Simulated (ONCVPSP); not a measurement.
**LDA (Perdew-Zunger) ONCV dataset for dysprosium, scalar-relativistic all-electron reference.**

Input for ONCVPSP 4.0.1:

```
# ATOM AND REFERENCE CONFIGURATION
# atsym  z   nc   nv     iexc    psfile
  Dy 66.00    9    5        3      upf
#
#   n    l    f
    1    0    2.00
    2    0    2.00
    2    1    6.00
    3    0    2.00
    3    1    6.00
    3    2   10.00
    4    0    2.00
    4    1    6.00
    4    2   10.00
    4    3    9.50
    5    0    2.00
    5    1    6.00
    5    2    0.50
    6    0    2.00
#
# PSEUDOPOTENTIAL AND OPTIMIZATION
# lmax
    3
#
#   l,   rc,      ep,       ncon, nbas, qcut
    0    1.75    0.00    4    8    8.00
    1    2.00    0.00    4    7    7.60
    2    2.20    0.00    3    7    4.50
    3    0.65    0.00    4    8   14.70
#
# LOCAL POTENTIAL
# lloc, lpopt,  rc(5),   dvloc0
    3    5    0.65    0.00
#
# VANDERBILT-KLEINMAN-BYLANDER PROJECTORs
# l, nproj, debl
    0    2    1.90
    1    2    1.00
    2    2    0.70
    3    0    3.00
#
# MODEL CORE CHARGE
# icmod, fcfact, rcfact
    0    0.00    0.00
#
# LOG DERIVATIVE ANALYSIS
# epsh1, epsh2, depsh
   -3.00    5.00    0.02
#
# OUTPUT GRID
# rlmax, drl
    6.00    0.01
#
# TEST CONFIGURATIONS
# ncnf
    4
# nvcnf
#   n    l    f
    5
    4    3   10.00
    5    0    2.00
    5    1    6.00
    5    2    0.00
    6    0    2.00
#
    5
    4    3   10.00
    5    0    2.00
    5    1    6.00
    5    2    0.00
    6    0    1.00
#
    5
    4    3   10.00
    5    0    2.00
    5    1    6.00
    5    2    0.00
    6    0    0.00
#
    5
    4    3   10.00
    5    0    2.00
    5    1    6.00
    5    2    0.50
    6    0    1.50
#
```

Command:

```bash
oncvpsp.x < Dy.dat > Dy.out
```

The program printed (shortened: citation, most of the input echo, consistency checks and plot data are left out):

```
ONCVPSP  (Optimized Norm-Conservinng Vanderbilt PSeudopotential)
scalar-relativistic version 4.0.1

sratom123: lschfb convergence ERROR n,l,iter=   4   3   4
```

The run stopped because the all-electron bound-state solver failed for one shell.

The run took about 0.07 s on one core of a shared server CPU.
